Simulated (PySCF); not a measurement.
# WO₂F₂: one-bond stretch

Computed with PBE0/[W def2-SVP with ECP60, O def2-SVP, F def2-SVP], scalar-relativistic core potentials, density fitting, no spin–orbit coupling, PySCF.

Rigid scan from the singlet minimum (W–F 1.858 Å (×2), W–O 1.692 Å (×2); F–W–F 115.8°, F–W–O 108.7° (×4), O–W–O 105.9°). Coordinate: the bond from W to the last atom (F) scaled, the rest fixed. Energies in kJ/mol from the minimum.

| scale of one bond | E (kJ/mol) | dipole size (D) |
| --- | --- | --- |
| 0.92 | 45.1 | 2.41 |
| 0.96 | 9.9 | 2.03 |
| 1.00 | 0.0 | 1.72 |
| 1.05 | 11.7 | 1.46 |
| 1.12 | 54.9 | 1.35 |
| 1.20 | 123.0 | 1.55 |
| 1.35 | 262.0 | 2.28 |
| 1.55 | 423.1 | – |
| 1.80 | 563.4 | – |
| 2.20 | 684.3 | – |

At long bonds a restricted determinant can lie too high, and another spin state can fall below this curve.

With an element this heavy the missing spin–orbit coupling can shift these numbers.

Other isomers or separated fragments may lie lower.
